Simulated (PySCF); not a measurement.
Electronic structure of Mn²⁺ (manganese, charge +2) at the UHF level

Configuration: [Ar] 3d5, high-spin 6S determinant. Computed with PySCF 2.14 in def2-TZVP, with no relativity, point nucleus.

- Total energy: -1149.086998 hartree
- One-electron energy: -1569.4679 hartree
- Hartree (Coulomb) energy: 471.1127 hartree
- Exchange energy: -50.7319 hartree
- Kinetic energy: 1149.08266 hartree
- ⟨S²⟩: 8.7506
- ⟨L²⟩: 0.000
- Sum of ⟨r⟩: 14.87 bohr
- Sum of ⟨r²⟩: 15.89 bohr²
- Density at the nucleus (Gaussians lack the cusp): 10300 bohr⁻³
- Spin density at the nucleus: -0.201 bohr⁻³
- Langevin diamagnetic susceptibility: -12.6 ×10⁻⁶ cm³/mol
- Time after the integrals: 0.2 s of wall time on 1 thread of Neoverse-N1 (shared host)

```json
{"shell": "1s α", "electrons": "1", "mean orbital energy (hartree)": "-241.18550", "rms radius, mean of both spins (bohr)": "0.0713"}
{"shell": "1s β", "electrons": "1", "mean orbital energy (hartree)": "-241.18317", "rms radius, mean of both spins (bohr)": "0.0713"}
{"shell": "2s α", "electrons": "1", "mean orbital energy (hartree)": "-29.81728", "rms radius, mean of both spins (bohr)": "0.305"}
{"shell": "2s β", "electrons": "1", "mean orbital energy (hartree)": "-29.68088", "rms radius, mean of both spins (bohr)": "0.305"}
{"shell": "2p α", "electrons": "3", "mean orbital energy (hartree)": "-25.52349", "rms radius, mean of both spins (bohr)": "0.274"}
{"shell": "2p β", "electrons": "3", "mean orbital energy (hartree)": "-25.38815", "rms radius, mean of both spins (bohr)": "0.274"}
{"shell": "3s α", "electrons": "1", "mean orbital energy (hartree)": "-4.66241", "rms radius, mean of both spins (bohr)": "0.925"}
{"shell": "3s β", "electrons": "1", "mean orbital energy (hartree)": "-4.24790", "rms radius, mean of both spins (bohr)": "0.925"}
{"shell": "3p α", "electrons": "3", "mean orbital energy (hartree)": "-3.37758", "rms radius, mean of both spins (bohr)": "0.990"}
{"shell": "3p β", "electrons": "3", "mean orbital energy (hartree)": "-2.87319", "rms radius, mean of both spins (bohr)": "0.990"}
{"shell": "3d α", "electrons": "5", "mean orbital energy (hartree)": "-1.28837", "rms radius, mean of both spins (bohr)": "1.24"}
```
